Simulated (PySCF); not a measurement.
C5H6F2, SMILES C=C/C(=C(/F)C)F. Geometry: PBE-D3(BJ)/def2-SVP. Other conformers were not sampled.

Computed with PBE-D3(BJ)/def2-SVP run with PySCF.

Harmonic wavenumbers (cm⁻¹): 119, 157, 166, 194, 289, 347, 361, 480, 523, 565, 701, 734, 875, 940, 965, 1001, 1004, 1082, 1243, 1259, 1298, 1359, 1384, 1394, 1400, 1630, 1705, 2967, 3034, 3094, 3107, 3121, 3199. Rotational constants (GHz): 4.640, 1.856, 1.337; symmetry number 1.

Question: Work out the zero-point energy and the ideal-gas rigid-rotor harmonic-oscillator thermochemistry at 298.15 K and 1 atm.

Answer: ZPE = ½ Σ hcν = ½ × 41697 cm⁻¹ = 59.61 kcal/mol. H − E(el) = 65.01 kcal/mol. Entropy in cal/(mol K): translation 39.84, rotation 27.73, vibration 17.36, total 84.93. G − E(el) = 39.69 kcal/mol. Cp = 29.00 cal/(mol K). Modes under 150 cm⁻¹ make the vibrational entropy uncertain.
